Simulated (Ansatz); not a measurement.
The cluster Si₄O. The state is a quintet with charge 0. Geometry PBE0-D4/def2-SVP; atoms count from 1.

```xyz
5

O    -0.581   -1.466   -0.307
Si   -0.281    1.667    0.509
Si    1.520    0.956   -1.025
Si   -1.561   -0.320    0.452
Si    0.903   -0.837    0.371
```

At PBE0-D4/def2-TZVP a singlet of charge 0 lies 1.63 eV below the quintet, each at its own geometry. The structure comes from a short search, and lower isomers may exist.

Estimate the Mulliken populations from the PBE0/def2-TZVP orbitals of Ansatz.


| atom | charge (e) | spin (α − β) |
| --- | --- | --- |
| O1 | -0.36 | 0.18 |
| Si2 | -0.03 | 0.79 |
| Si3 | -0.04 | 1.66 |
| Si4 | 0.24 | 0.86 |
| Si5 | 0.18 | 0.51 |
Mulliken values and Mayer orders depend strongly on the basis.

Where does the spin sit?

Summed by element: O 0.18, Si 3.82, of 4 unpaired in all. Largest on single atoms: Si3 1.66, Si4 0.86, Si2 0.79.

And the Mayer bond orders between bonded heavy atoms (over 0.3)?

O1–Si4 1.13 (1.69 Å); O1–Si5 0.95 (1.75 Å); Si2–Si3 0.83 (2.47 Å); Si2–Si4 1.13 (2.36 Å); Si3–Si5 1.03 (2.35 Å); Si4–Si5 0.44 (2.52 Å). Values over 0.3 also appear between atoms too far apart for a bond (Si2–Si5 0.57 at 2.77 Å); they arise where an orbital or an unpaired electron spreads over both atoms.
